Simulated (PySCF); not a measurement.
Compound: C7H4NO2 (charge -1).
SMILES with atom numbers: `[O:1]=[C:2]([O-:3])[C:4]#[C:5][n:6]1[cH:7][cH:8][cH:9][cH:10]1` (hydrogens: H11 on C7; H12 on C8; H13 on C9; H14 on C10)

Cartesian coordinates in Å at the GFN2-xTB level; atoms count from 1:
```
atom  x, y, z in Å
O1     3.9854   -1.4227    1.1949
C2     3.5653   -1.1694    0.0643
O3     4.0974   -1.2305   -1.0456
C4     2.1093   -0.6895    0.0336
C5     0.9637   -0.3157    0.0142
N6    -0.3248    0.1060   -0.0109
C7    -1.1275    0.2569    1.0761
C8    -2.3524    0.7001    0.6513
C9    -2.2851    0.8212   -0.7508
C10   -1.0218    0.4474   -1.1273
H11   -0.7673    0.0380    2.0630
H12   -3.2020    0.9136    1.2731
H13   -3.0733    1.1457   -1.4046
H14   -0.5675    0.3986   -2.0983
```

The closed-shell SCF was solved with PySCF and density fitting under several settings on one GFN2-xTB geometry (grid level 2 and gas phase unless stated).

| settings | basis functions | SCF cycles | E (Eh) | HOMO (eV) | LUMO (eV) |
| --- | --- | --- | --- | --- | --- |
| PBE0/pcSseg-1, IEF-PCM chloroform | 190 | 14 | -473.8215 | -5.70 | 0.50 |
| LC-wPBE/cc-pVDZ | 160 | 15 | -474.0126 | -4.10 | 5.65 |

Estimate the rows for these settings: (1) PBE0/cc-pVDZ; (2) WP04/def2-SVP.

```csv
settings,basis functions,SCF cycles,E (Eh),HOMO (eV),LUMO (eV)
PBE0/cc-pVDZ,160,16,-473.8157,-1.42,3.51
WP04/def2-SVP,160,18,-484.4451,-2.60,1.29
```

Over all rows, what range does the HOMO–LUMO gap span?

From 3.89 eV (WP04/def2-SVP) to 9.75 eV (LC-wPBE/cc-pVDZ). The functional of the narrowest has 12 % exact exchange, that of the widest range-separated exact exchange.

Cycle counts include a coarse-grid stage where the run had one. WP04 was designed for NMR shieldings or shifts; total energies of different functionals aren't comparable. Geometry: GFN2-xTB; no vibrations or thermal averaging.
